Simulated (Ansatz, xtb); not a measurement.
Relative energy of two isomers of C4H11GeN

Structure a: `N[C@H]1C[C@@H]([GeH3])C1`, a singlet. Structure b: `N[C@@H]1CC[C@H]1[GeH3]`, a singlet. Both are isolated molecules in the gas phase, relaxed with B3LYP-D3(BJ)/def2-SVP, each in the lowest conformer that the search found.

Problem. Estimate E(b) − E(a) at the level CCSD(T)/def2-SVP + ΔMP2/def2-TZVPP.

Solution. CCSD(T)/def2-SVP + ΔMP2/def2-TZVPP gives E(b) − E(a) = −0.015 eV, slightly favouring structure b, which is too small a margin to settle the true order.

How the difference moves with the method:

| level | geometry | E(b) − E(a) (eV) | departure from the last row (eV) | job, with rough time for the two |
| --- | --- | --- | --- | --- |
| B3LYP-D3(BJ)/def2-SVP | B3LYP-D3(BJ)/def2-SVP | −0.020 | −0.005 | optimisation, 5 min |
| HF/def2-SVP | B3LYP-D3(BJ)/def2-SVP | −0.015 | +0.001 | part of the CCSD(T) run |
| MP2/def2-SVP | B3LYP-D3(BJ)/def2-SVP | −0.026 | −0.011 | part of the CCSD(T) run |
| CCSD(T)/def2-SVP | B3LYP-D3(BJ)/def2-SVP | −0.024 | −0.009 | single point |
| CCSD(T)/def2-SVP + ΔMP2/def2-TZVPP | B3LYP-D3(BJ)/def2-SVP | −0.015 |  | single point, 5.7 min |

As drawn, both hold the same kinds of bond in the same numbers.

The largest departure from CCSD(T)/def2-SVP + ΔMP2/def2-TZVPP is that of MP2/def2-SVP, 0.011 eV. Levels run at GFN2-xTB geometries aren't shown. The last row adds to CCSD(T) the change of the MP2 difference between the two basis sets, here +0.009 eV.

With thermal terms from frequencies at re-optimised GFN2-xTB minima (ideal gas, soft modes damped towards free rotors, one conformer each, 298.15 K, 1 atm): on the last row, ΔE + ΔZPE = −0.013, ΔH = −0.012, ΔG = −0.018 eV.

The correlated steps freeze 14 core orbitals; the filled d shell of Ge is correlated, in a basis made for valence electrons. Codes used: Ansatz 0.2.0, xtb 6.7.1; the last row on 2 threads of AMD EPYC (Zen 3) on a shared host.
